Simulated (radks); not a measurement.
Results of a calculation; reference values are marked as such.
Lu43+, configuration [Ar] 3d10 (the NIST ground configuration).

Level of theory: Dirac Kohn-Sham, BLYP, spin-unpolarised, spherical densities, finite nucleus; Fermi nuclear charge, rms radius 5.37 fm (a radial shooting solver on a logarithmic mesh with Libxc functionals).

Energy parts (eV):
part                      energy
total                 -363087.14
kinetic                407480.47
electron-nucleus      -835336.84
Hartree                 70928.62
exchange-correlation    -6159.39

Orbitals (lengths in bohr, moments of r in powers of bohr):
orbital,occ.,eigenvalue (eV),<r>
1s1/2,2,-65262.64,0.01932
2s1/2,2,-12806.49,0.08106
2p1/2,2,-12330.48,0.06722
2p3/2,4,-11206.56,0.07479
3s1/2,2,-4387.953,0.2080
3p1/2,2,-4181.018,0.1975
3p3/2,4,-3929.971,0.2105
3d3/2,4,-3586.374,0.1839
3d5/2,6,-3530.540,0.1879

The highest occupied level is 3d5/2 at -3530.5 eV. For comparison, the ionisation energy in NIST's Atomic Spectra Database is 3590 eV (theoretical). In exact Kohn-Sham theory the highest level is minus the ionisation energy, but local and semilocal functionals leave it too shallow, through self-interaction and a potential that decays too fast; potentials with the right tail come closer. The density falls to 0.001 e/bohr^3 at r = 0.69 bohr.
